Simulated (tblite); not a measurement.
A geometry optimisation, step by step.

Compound: C3H12GeSi2.
Numbering: `[CH2:1]=[CH:2][SiH2:3][C@@H:4]([SiH3:5])[GeH3:6]` (hydrogens: H7, H8 on C1; H9 on C2; H10, H11 on Si3; H12 on C4; H13, H14, H15 on Si5; H16, H17, H18 on Ge6)

Computed with GFN2-xTB (tblite), gas phase: L-BFGS steps from a force-field or distance-geometry start until the largest atomic force falls under 0.01 eV/Å. 7 of its 194 geometries are shown.

Step 0: E = -485.4873 eV, largest atomic force 1.244 eV/Å
```
atom  x, y, z in Å  |  force x, y, z in eV/Å
C1      2.731   -0.186   -0.711    0.410   0.592   0.640
C2      2.207    0.028    0.490    1.175   0.409  -0.013
Si3     0.574   -0.655    0.953   -0.852  -0.407   0.480
C4     -0.670   -0.184   -0.384   -0.312  -0.655  -0.295
Si5    -2.265   -1.041    0.177   -0.028  -0.204   0.018
Ge6    -0.879    1.723   -0.540    0.264   1.155  -0.152
H7      3.709    0.250   -0.915   -0.330  -0.380  -0.454
H8      2.182   -0.746   -1.440    0.241  -0.022  -0.307
H9      2.799    0.598    1.212   -0.229  -0.168  -0.194
H10     0.045   -0.122    2.231    0.278  -0.076  -0.134
H11     0.576   -2.126    0.967    0.147  -0.033   0.143
H12    -0.375   -0.563   -1.371   -0.012  -0.051   0.295
H13    -2.307   -2.381   -0.408   -0.081   0.000  -0.067
H14    -3.431   -0.240   -0.142   -0.278   0.055  -0.151
H15    -2.207   -1.196    1.632   -0.157  -0.007   0.041
H16    -2.323    2.187   -0.287    0.466   0.002  -0.098
H17    -0.436    2.242   -1.946   -0.259  -0.167   0.599
H18     0.062    2.419    0.471   -0.442  -0.041  -0.351
```

Step 32: E = -485.7886 eV, largest atomic force 0.059 eV/Å
```
atom  x, y, z in Å  |  force x, y, z in eV/Å
C1      2.827   -0.124   -0.753    0.003   0.014  -0.009
C2      2.288    0.030    0.446    0.014  -0.013  -0.004
Si3     0.629   -0.686    0.987   -0.057  -0.014   0.009
C4     -0.747   -0.235   -0.252   -0.007  -0.038  -0.003
Si5    -2.417   -1.055    0.162    0.032   0.009  -0.006
Ge6    -0.874    1.728   -0.480    0.021  -0.026  -0.001
H7      3.791    0.284   -1.016    0.016   0.031  -0.007
H8      2.332   -0.673   -1.538   -0.038  -0.017   0.006
H9      2.846    0.589    1.186    0.014   0.005  -0.001
H10     0.302   -0.126    2.305   -0.001  -0.005   0.009
H11     0.726   -2.151    1.080    0.012  -0.006   0.002
H12    -0.441   -0.626   -1.225   -0.003   0.031  -0.002
H13    -2.438   -2.387   -0.451   -0.005  -0.002   0.019
H14    -3.537   -0.271   -0.370   -0.001  -0.005  -0.027
H15    -2.576   -1.183    1.611   -0.004   0.023   0.019
H16    -2.270    2.262   -0.317    0.012  -0.010   0.000
H17    -0.437    2.128   -1.862    0.011   0.032   0.007
H18    -0.013    2.502    0.476   -0.021  -0.008  -0.010
```

Step 64: E = -485.8316 eV, largest atomic force 0.127 eV/Å
```
atom  x, y, z in Å  |  force x, y, z in eV/Å
C1      2.660    0.009   -0.853   -0.004   0.028   0.000
C2      2.257    0.010    0.408    0.031   0.048  -0.010
Si3     0.655   -0.794    0.998    0.053   0.019   0.008
C4     -0.705   -0.304   -0.238   -0.021  -0.016   0.001
Si5    -2.420   -1.018    0.150   -0.017   0.112  -0.058
Ge6    -0.771    1.669   -0.389   -0.051  -0.017  -0.029
H7      3.578    0.481   -1.179   -0.058  -0.025   0.019
H8      2.081   -0.472   -1.629    0.060   0.015   0.017
H9      2.874    0.515    1.142    0.006  -0.060  -0.009
H10     0.334   -0.308    2.347   -0.008   0.031  -0.002
H11     0.816   -2.252    1.050   -0.016  -0.058  -0.030
H12    -0.404   -0.685   -1.217   -0.037   0.019   0.015
H13    -2.356   -2.481    0.150    0.002  -0.026   0.035
H14    -3.371   -0.586   -0.887    0.031  -0.033   0.053
H15    -2.856   -0.501    1.449   -0.029  -0.056   0.014
H16    -2.179    2.201   -0.449    0.037  -0.010  -0.043
H17    -0.079    2.151   -1.632    0.011   0.027   0.018
H18    -0.124    2.372    0.766    0.009   0.001  -0.001
```

Step 96: E = -485.8822 eV, largest atomic force 0.096 eV/Å
```
atom  x, y, z in Å  |  force x, y, z in eV/Å
C1      2.673    0.204   -0.873   -0.017  -0.023  -0.017
C2      2.337   -0.153    0.357    0.000   0.002   0.031
Si3     0.681   -0.889    0.882   -0.003   0.020   0.034
C4     -0.727   -0.319   -0.262    0.005  -0.010  -0.037
Si5    -2.429   -0.946    0.305    0.044  -0.029   0.019
Ge6    -0.784    1.640   -0.456    0.025   0.013  -0.029
H7      3.632    0.641   -1.111   -0.013  -0.023  -0.007
H8      2.002    0.070   -1.710    0.010   0.012   0.041
H9      3.062    0.002    1.148   -0.004  -0.021  -0.027
H10     0.391   -0.424    2.245    0.014   0.038   0.057
H11     0.744   -2.362    0.910    0.028   0.062  -0.068
H12    -0.540   -0.723   -1.259    0.003  -0.042  -0.019
H13    -2.297   -2.359    0.668   -0.045  -0.043  -0.020
H14    -3.410   -0.801   -0.775    0.001   0.008  -0.018
H15    -2.884   -0.189    1.471   -0.010   0.020   0.036
H16    -2.036    2.063   -1.175    0.009   0.032  -0.018
H17     0.372    2.201   -1.240   -0.043  -0.011   0.032
H18    -0.795    2.349    0.863   -0.004  -0.005   0.009
```

Step 129: E = -485.9010 eV, largest atomic force 0.045 eV/Å
```
atom  x, y, z in Å  |  force x, y, z in eV/Å
C1      2.677    0.180   -0.867    0.000   0.013   0.016
C2      2.352   -0.169    0.367    0.018   0.002  -0.003
Si3     0.674   -0.816    0.925    0.014  -0.002   0.004
C4     -0.727   -0.313   -0.257    0.010   0.015  -0.007
Si5    -2.416   -0.968    0.316   -0.011  -0.007  -0.006
Ge6    -0.819    1.642   -0.500   -0.013  -0.002   0.008
H7      3.664    0.527   -1.133    0.000   0.007  -0.021
H8      1.962    0.140   -1.676    0.003  -0.015  -0.001
H9      3.116   -0.106    1.133    0.019  -0.006  -0.010
H10     0.400   -0.278    2.266   -0.002  -0.004   0.007
H11     0.758   -2.287    0.988   -0.033   0.029   0.008
H12    -0.516   -0.744   -1.239   -0.007  -0.014   0.012
H13    -2.350   -2.431    0.395   -0.014   0.021   0.002
H14    -3.452   -0.580   -0.647   -0.009  -0.011  -0.009
H15    -2.752   -0.411    1.629    0.012  -0.015  -0.017
H16    -1.999    2.034   -1.351    0.041  -0.008   0.009
H17     0.401    2.218   -1.160   -0.021   0.004  -0.002
H18    -0.980    2.368    0.800   -0.009  -0.007   0.009
```

Step 161: E = -485.9087 eV, largest atomic force 0.047 eV/Å
```
atom  x, y, z in Å  |  force x, y, z in eV/Å
C1      2.628    0.163   -0.917   -0.006  -0.021  -0.032
C2      2.381   -0.246    0.317   -0.001   0.015   0.018
Si3     0.694   -0.752    0.988   -0.009  -0.017  -0.014
C4     -0.700   -0.306   -0.226    0.011   0.025  -0.007
Si5    -2.401   -0.988    0.276    0.034   0.026  -0.007
Ge6    -0.831    1.645   -0.456   -0.010   0.046  -0.003
H7      3.613    0.440   -1.261    0.005  -0.006   0.015
H8      1.843    0.237   -1.655    0.011   0.006   0.005
H9      3.210   -0.308    1.012    0.004   0.001  -0.011
H10     0.474   -0.073    2.274    0.002  -0.002   0.002
H11     0.710   -2.209    1.197   -0.011  -0.004   0.009
H12    -0.447   -0.728   -1.201   -0.003  -0.024   0.004
H13    -2.330   -2.451    0.302   -0.012  -0.024   0.003
H14    -3.418   -0.567   -0.696    0.005  -0.017  -0.001
H15    -2.768   -0.482    1.601    0.001  -0.005   0.002
H16    -1.833    2.006   -1.519   -0.006  -0.004   0.006
H17     0.458    2.308   -0.850   -0.017  -0.007   0.012
H18    -1.291    2.317    0.801    0.003   0.012  -0.002
```

Step 193: E = -485.9110 eV, largest atomic force 0.008 eV/Å
```
atom  x, y, z in Å  |  force x, y, z in eV/Å
C1      2.637    0.121   -0.931   -0.002  -0.001   0.004
C2      2.385   -0.263    0.309   -0.003  -0.001   0.001
Si3     0.692   -0.728    0.995    0.001   0.001   0.003
C4     -0.696   -0.276   -0.223   -0.003  -0.004   0.001
Si5    -2.385   -1.002    0.257    0.003  -0.002  -0.001
Ge6    -0.857    1.676   -0.430    0.000   0.003  -0.001
H7      3.629    0.366   -1.280    0.002   0.001   0.000
H8      1.851    0.211   -1.667   -0.001   0.005  -0.005
H9      3.217   -0.338    1.000    0.004  -0.003   0.001
H10     0.492   -0.030    2.274   -0.003   0.002  -0.007
H11     0.676   -2.181    1.230    0.002   0.000   0.000
H12    -0.432   -0.685   -1.201    0.002   0.001   0.000
H13    -2.276   -2.463    0.305   -0.004   0.002   0.002
H14    -3.394   -0.632   -0.744    0.002  -0.001   0.000
H15    -2.793   -0.491    1.567    0.000  -0.002   0.000
H16    -1.871    2.036   -1.482    0.000  -0.001   0.002
H17     0.426    2.349   -0.825    0.000  -0.001  -0.002
H18    -1.311    2.336    0.836    0.002   0.001   0.001
```

Q: Summarise the path.

A: The energy falls by 40.88 kJ/mol from step 0 to step 193; nine tenths of that is first reached at step 90. It falls at every step. The largest force goes from 1.244 to 0.008 eV/Å. Among the bonds Ge6–H17 changes most, from 1.563 to 1.502 Å; the atoms move by 0.768 Å rms after alignment.

Q: Follow the three bonds and two angles with the largest change from start to end.

A: 
```
step  E above end (kJ/mol)  largest force (eV/Å)  Ge6–H17 (Å)  C2–Si3 (Å)  Ge6–H18 (Å)  Si3–C4–Si5 (°)  H7–C1–H8 (°)
   0                 40.88                 1.244        1.563       1.830        1.547           103.4         122.8
   8                 19.62                 0.451        1.509       1.883        1.505           105.7         113.1
  17                 13.53                 0.158        1.507       1.888        1.504           109.8         116.0
  25                 12.18                 0.076        1.504       1.888        1.500           112.1         115.6
  34                 11.74                 0.042        1.504       1.888        1.502           112.9         115.2
  42                 10.92                 0.183        1.502       1.881        1.500           114.1         115.5
  50                  9.65                 0.155        1.504       1.889        1.504           115.4         115.7
  59                  8.32                 0.100        1.504       1.887        1.500           115.5         115.2
  67                  7.12                 0.086        1.500       1.885        1.498           114.7         115.6
  76                  6.36                 0.076        1.504       1.886        1.500           113.9         115.4
  84                  5.43                 0.116        1.502       1.883        1.500           113.0         115.1
  92                  3.31                 0.143        1.496       1.885        1.497           112.1         115.5
 101                  1.97                 0.071        1.498       1.885        1.498           112.5         115.6
 109                  1.60                 0.030        1.501       1.885        1.497           112.7         115.8
 117                  1.40                 0.041        1.503       1.886        1.495           112.3         115.4
 126                  1.10                 0.085        1.503       1.884        1.499           112.3         115.5
 134                  0.79                 0.027        1.503       1.885        1.498           112.4         115.4
 143                  0.60                 0.038        1.503       1.886        1.497           112.9         115.4
 151                  0.46                 0.027        1.501       1.885        1.497           113.3         115.2
 159                  0.30                 0.060        1.504       1.884        1.498           113.6         115.4
 168                  0.12                 0.017        1.501       1.885        1.497           113.4         115.4
 176                  0.05                 0.015        1.502       1.885        1.498           113.3         115.4
 185                  0.02                 0.016        1.502       1.885        1.498           113.3         115.4
 193                  0.00                 0.008        1.502       1.885        1.498           113.4         115.4
```

The cost below is that of the whole relaxation. Hardware: Arm Neoverse V1, one thread, shared host with 32 logical CPUs at a one-minute load of 29. Cost: 1.7 s.
